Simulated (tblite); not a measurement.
C₄H₁₂BN.
Numbering: `[CH2:1]=[CH:2][B@H-:3]([NH3+:4])[CH2:5][CH3:6]` (hydrogens: H7, H8 on C1; H9 on C2; H10 on B3; H11, H12, H13 on N4; H14, H15 on C5; H16, H17, H18 on C6)
Bond orders are those of one Lewis drawing.

Computed with GFN2-xTB (tblite), gas phase: L-BFGS steps from a force-field or distance-geometry start until the largest atomic force falls under 0.01 eV/Å.

At the end of the run (lengths in Å): B3–N4 1.643, C2–B3 1.595, C5–C6 1.531, C5–H15 1.091, N4–H12 1.013, N4–H11 1.013, B3–C5 1.634, C2–B3–N4 107.2°, C1–C2–B3 129.2°, B3–C5–C6 114.9°, N4–B3–C5 105.9°, C1–C2–B3–N4 1°, C2–B3–C5–C6 58°, H10–B3–C2–C1 117°, H11–N4–B3–C2 61°.

Task: These geometries were met on the way; a selection of coordinates is given. Order them by energy above the end point, lowest first.
A. B3–N4 1.587, C2–B3 1.566, C5–C6 1.523, C5–H15 1.099, N4–H12 1.020, N4–H11 1.018, B3–C5 1.603, C2–B3–N4 113.7°, C1–C2–B3 121.5°, B3–C5–C6 115.6°, N4–B3–C5 106.1°, C1–C2–B3–N4 48°, C2–B3–C5–C6 34°, H10–B3–C2–C1 167°, H11–N4–B3–C2 111°
B. B3–N4 1.516, C2–B3 1.534, C5–C6 1.492, C5–H15 1.130, N4–H12 1.052, N4–H11 1.051, B3–C5 1.598, C2–B3–N4 116.1°, C1–C2–B3 120.3°, B3–C5–C6 115.1°, N4–B3–C5 107.2°, C1–C2–B3–N4 49°, C2–B3–C5–C6 37°, H10–B3–C2–C1 168°, H11–N4–B3–C2 110°
C. B3–N4 1.691, C2–B3 1.589, C5–C6 1.518, C5–H15 1.081, N4–H12 1.009, N4–H11 1.004, B3–C5 1.619, C2–B3–N4 108.5°, C1–C2–B3 124.7°, B3–C5–C6 117.6°, N4–B3–C5 103.5°, C1–C2–B3–N4 49°, C2–B3–C5–C6 27°, H10–B3–C2–C1 165°, H11–N4–B3–C2 111°
D. B3–N4 1.661, C2–B3 1.605, C5–C6 1.527, C5–H15 1.091, N4–H12 1.014, N4–H11 1.012, B3–C5 1.634, C2–B3–N4 104.7°, C1–C2–B3 126.7°, B3–C5–C6 115.5°, N4–B3–C5 107.7°, C1–C2–B3–N4 34°, C2–B3–C5–C6 38°, H10–B3–C2–C1 148°, H11–N4–B3–C2 104°
E. B3–N4 1.692, C2–B3 1.598, C5–C6 1.528, C5–H15 1.091, N4–H12 1.016, N4–H11 1.018, B3–C5 1.638, C2–B3–N4 106.9°, C1–C2–B3 126.2°, B3–C5–C6 116.7°, N4–B3–C5 106.0°, C1–C2–B3–N4 48°, C2–B3–C5–C6 29°, H10–B3–C2–C1 161°, H11–N4–B3–C2 109°

Result: D (0.107 eV), E (0.174 eV), C (0.284 eV), A (0.483 eV), B (0.799 eV).

```tsv
step	E above end (eV)	rms distance from the end, all atoms (Å)	largest force (eV/Å)	rms shift of all bonds from the end (Å)
30	0.107	0.509	0.104	0.005
14	0.174	0.626	0.265	0.012
4	0.284	0.652	0.551	0.014
1	0.483	0.658	1.226	0.019
0	0.799	0.661	3.092	0.042
```

Rows stand in the order of the answer.
